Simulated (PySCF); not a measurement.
H6N2SSi.
Numbering: `[NH2:1][SiH:2]([NH2:3])[SH:4]` (hydrogens: H5, H6 on N1; H7 on Si2; H8, H9 on N3; H10 on S4)

Cartesian coordinates in Å at the PBE0-D3(BJ)/def2-SVP level; atoms count from 1:
```
atom  x, y, z in Å
N1    -0.7061    1.3948   -0.1814
Si2    0.1309   -0.0371    0.2759
N3    -0.8420   -1.3442   -0.2616
S4     2.0432   -0.4943   -0.6290
H5    -0.4759    2.2703    0.2745
H6    -0.9464    1.5416   -1.1562
H7     0.4099    0.1509    1.7342
H8    -0.4768   -2.2876   -0.3014
H9    -1.8454   -1.3186   -0.1237
H10    2.7600    0.1033    0.3464
```

Jobs on this species (10 atoms, 50 electrons) with PySCF (density fitting). Hardware of each: an Arm Neoverse V1 with one thread (shared host). Times come from a shared host and carry two figures at best. Peak memory is the resident size of the whole Python process, interpreter and libraries included.

```csv
level and settings,work,basis functions,SCF cycles,wall time,peak memory
"delta-SCF UKS SCAN, pcX-2 on the ionised atom, pcseg-1 elsewhere, spin-free X2C","ΔSCF core ionisation, 5 holes",136,?,?,?
"PBE0-D3(BJ)/def2-SVP, grid level 1",geometry optimisation from a GFN2-xTB start shaken at random,94,?,?,?
"delta-SCF UKS SCAN, def2-TZVP on the ionised atom, pcseg-1 elsewhere, spin-free X2C","ΔSCF core ionisation, 5 holes",113,?,?,?
"delta-SCF UKS SCAN, pcX-1 on the ionised atom, pcseg-1 elsewhere, spin-free X2C","ΔSCF core ionisation, 5 holes",116,71,18 s,0.50 GiB
"delta-SCF UKS PBE, pcX-2 on the ionised atom, pcseg-1 elsewhere, spin-free X2C","ΔSCF core ionisation, 5 holes",136,72,14 s,0.50 GiB
"delta-SCF UKS B3LYP, pcX-2 on the ionised atom, pcseg-1 elsewhere, spin-free X2C","ΔSCF core ionisation, 5 holes",136,68,26 s,0.50 GiB
"delta-SCF UKS PBE0, pcX-2 on the ionised atom, pcseg-1 elsewhere, spin-free X2C","ΔSCF core ionisation, 5 holes",136,64,24 s,0.50 GiB
"delta-SCF UKS SCAN, pcX-2 on the ionised atom, pcseg-1 elsewhere, non-relativistic","ΔSCF core ionisation, 5 holes",136,71,21 s,0.50 GiB
"delta-SCF UKS HF, pcX-2 on the ionised atom, pcseg-1 elsewhere, spin-free X2C","ΔSCF core ionisation, 5 holes",136,62,14 s,0.50 GiB
```

**Question.** Fill in the missing figures.

**Answer.** 
- delta-SCF UKS SCAN, pcX-2 on the ionised atom, pcseg-1 elsewhere, spin-free X2C; ΔSCF core ionisation, 5 holes: 22 s, 0.50 GiB, 71 SCF cycles
- PBE0-D3(BJ)/def2-SVP, grid level 1; geometry optimisation from a GFN2-xTB start shaken at random: 49 s, 0.39 GiB, 107 SCF cycles
- delta-SCF UKS SCAN, def2-TZVP on the ionised atom, pcseg-1 elsewhere, spin-free X2C; ΔSCF core ionisation, 5 holes: 20 s, 0.50 GiB, 71 SCF cycles

**Question.** What do all jobs in the table cost together?

**Answer.** About 3.5 min; the longest takes about 24 % of that, and about 3.5 times as long as the shortest.
